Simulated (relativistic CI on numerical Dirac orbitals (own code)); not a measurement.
## Inner-shell lines of Tc¹⁷⁺

These numbers are calculated, not measured: Dirac-Coulomb-Breit CI, orbitals from a KLI potential per configuration, a model potential for QED, valence Slater integrals scaled by 0.9 (own radial code, finite nucleus).

Configuration list (outside the closed core 1s2 2p6 3s2 3p6): 2s2 3d8, 2s 3d8 4p. Levels of other configurations are missing.

The table holds the strongest lines. The upper levels have an inner-shell vacancy. Auger decay, open to those above the ionisation limit, is not computed, and radiative decays to configurations outside the model are missing too. Absolute energies can be off by a few tenths of a per cent, so close lines can change order. LS names give the leading component, which can be well under half, for lower levels too. Brackets number the levels in order of energy.

```csv
λ (Å),Upper,Lower,A (s⁻¹),gA (s⁻¹)
3.94731,2s 3d8 4p 5G°_4 [13],2s2 3d8 3F_3 [2],2.06e+12,1.86e+13
3.94594,2s 3d8 4p 3G°_5 [11],2s2 3d8 3F_4 [1],4.13e+12,4.55e+13
3.94154,2s 3d8 4p 3H°_5 [50],2s2 3d8 1G_4 [7],4.91e+12,5.40e+13
3.93997,2s 3d8 4p 3F°_3 [55],2s2 3d8 1G_4 [7],3.78e+12,2.65e+13
3.93854,2s 3d8 4p 3D°_3 [20],2s2 3d8 3F_4 [1],3.88e+12,2.71e+13
3.93854,2s 3d8 4p 5F°_5 [21],2s2 3d8 3F_4 [1],2.68e+12,2.95e+13
3.93788,2s 3d8 4p 3F°_4 [22],2s2 3d8 3F_4 [1],5.53e+12,4.98e+13
3.93766,2s 3d8 4p 3G°_4 [31],2s2 3d8 3F_3 [2],3.60e+12,3.24e+13
3.93729,2s 3d8 4p 3S°_1 [57],2s2 3d8 3P_1 [6],6.49e+12,1.95e+13
3.93714,2s 3d8 4p 3D°_2 [60],2s2 3d8 3P_1 [6],3.00e+12,1.50e+13
3.93713,2s 3d8 4p 3P°_2 [48],2s2 3d8 3P_2 [4],5.69e+12,2.84e+13
3.93708,2s 3d8 4p 3P°_1 [49],2s2 3d8 3P_2 [4],7.82e+12,2.35e+13
3.93662,2s 3d8 4p 1F°_3 [69],2s2 3d8 1D_2 [8],3.01e+12,2.11e+13
3.93648,2s 3d8 4p 3F°_3 [35],2s2 3d8 3F_3 [2],2.48e+12,1.74e+13
3.93642,2s 3d8 4p 3D°_1 [62],2s2 3d8 3P_0 [5],6.32e+12,1.90e+13
3.93627,2s 3d8 4p 3G°_3 [37],2s2 3d8 3F_2 [3],5.14e+12,3.60e+13
3.93624,2s 3d8 4p 5G°_5 [25],2s2 3d8 3F_4 [1],3.66e+12,4.03e+13
3.93613,2s 3d8 4p 3G°_4 [36],2s2 3d8 3F_3 [2],2.92e+12,2.63e+13
3.93603,2s 3d8 4p 3F°_2 [38],2s2 3d8 3F_2 [3],4.98e+12,2.49e+13
3.93598,2s 3d8 4p 3D°_3 [26],2s2 3d8 3F_4 [1],5.90e+12,4.13e+13
3.93595,2s 3d8 4p 5P°_3 [40],2s2 3d8 3F_2 [3],2.30e+12,1.61e+13
3.93571,2s 3d8 4p 5D°_3 [54],2s2 3d8 3P_2 [4],2.51e+12,1.76e+13
3.93547,2s 3d8 4p 3F°_3 [74],2s2 3d8 1D_2 [8],3.42e+12,2.39e+13
3.93545,2s 3d8 4p 3D°_2 [42],2s2 3d8 3F_3 [2],3.00e+12,1.50e+13
3.93519,2s 3d8 4p 5F°_4 [29],2s2 3d8 3F_4 [1],3.42e+12,3.08e+13
3.93446,2s 3d8 4p 3F°_3 [75],2s2 3d8 1G_4 [7],5.76e+12,4.03e+13
3.93441,2s 3d8 4p 1D°_2 [77],2s2 3d8 1D_2 [8],6.48e+12,3.24e+13
3.93394,2s 3d8 4p 1H°_5 [78],2s2 3d8 1G_4 [7],7.40e+12,8.14e+13
3.93224,2s 3d8 4p 3G°_4 [82],2s2 3d8 1G_4 [7],2.50e+12,2.25e+13
3.9318,2s 3d8 4p 1P°_1 [99],2s2 3d8 1S_0 [9],9.15e+12,2.75e+13
3.93087,2s 3d8 4p 1G°_4 [87],2s2 3d8 1G_4 [7],2.48e+12,2.23e+13
3.93065,2s 3d8 4p 1G°_4 [88],2s2 3d8 1G_4 [7],6.47e+12,5.82e+13
3.92833,2s 3d8 4p 3F°_4 [64],2s2 3d8 3F_3 [2],2.03e+12,1.82e+13
3.92694,2s 3d8 4p 3D°_3 [91],2s2 3d8 1D_2 [8],3.21e+12,2.25e+13
3.92537,2s 3d8 4p 3G°_5 [59],2s2 3d8 3F_4 [1],3.12e+12,3.43e+13
```
